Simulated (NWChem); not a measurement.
System: BeSiH3F; SMILES [F][Be][SiH3]

```xyz
6

Be     0.0009     0.8210     0.0000
F      0.0011     2.2137     0.0000
Si     0.0003    -1.3458     0.0000
H      0.7029    -1.8942    -1.2044
H     -1.3944    -1.8932    -0.0065
H      0.6916    -1.8942     1.2109
```
Atoms are numbered in this order, from 1.

Program: NWChem. Pople sets run with spherical d functions. Coordinates come from a PBE0/def2-SVP optimisation. Vertical excitations in the gas phase; the lowest state need not have the same character in each row.

```json
[
 {"level": "PBE/6-31+G*, TDA", "lowest excitation, singlet (eV)": "6.40", "oscillator strength of that lowest state": "0.111", "lowest triplet (eV)": "4.94", "orbital gap (eV)": "5.70"},
 {"level": "B3LYP/6-31+G*, TDA", "lowest excitation, singlet (eV)": "6.62", "oscillator strength of that lowest state": "0.133", "lowest triplet (eV)": "5.18", "orbital gap (eV)": "7.21"},
 {"level": "CAM-B3LYP/6-31+G*, TDA", "lowest excitation, singlet (eV)": "6.78", "oscillator strength of that lowest state": "0.145", "lowest triplet (eV)": "5.28", "orbital gap (eV)": "9.78"},
 {"level": "LRC-wPBEh/6-31+G*, TDA", "lowest excitation, singlet (eV)": "6.77", "oscillator strength of that lowest state": "0.145", "lowest triplet (eV)": "5.14", "orbital gap (eV)": "10.88"}
]
```
